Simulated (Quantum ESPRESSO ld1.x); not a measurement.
Question: The thallium ion Tl3+, 78 electrons, occupied as [Xe] 4f14 5d10. All-electron calculation, scalar-relativistic Kohn-Sham, LDA (Slater exchange, VWN5 correlation), spin-polarised, spherical densities, point nucleus. Program: ld1.x of Quantum ESPRESSO 7.5. Some entries of the table are withheld. Estimate them.

orbital  occ.  eigenvalue (eV)  <1/r> (bohr^-1)
1s          2         -85600.8            99.46
2s          2         -15266.6              (1)
2p          6         -13137.8              (2)
3s          2         -3666.18            8.648
3p          6         -3053.69            7.846
3d         10         -2418.63            7.373
4s          2         -840.516            3.721
4p          6         -639.723            3.348
4d         10         -404.490            3.008
5s          2         -160.834              (3)
4f         14         -143.993            2.605
5p          6         -105.774            1.326
5d         10              (4)           0.9738

Answer: 
(1) 2s <1/r> (bohr^-1): 23.34
(2) 2p <1/r> (bohr^-1): 20.59
(3) 5s <1/r> (bohr^-1): 1.555
(4) 5d eigenvalue (eV): -44.6089
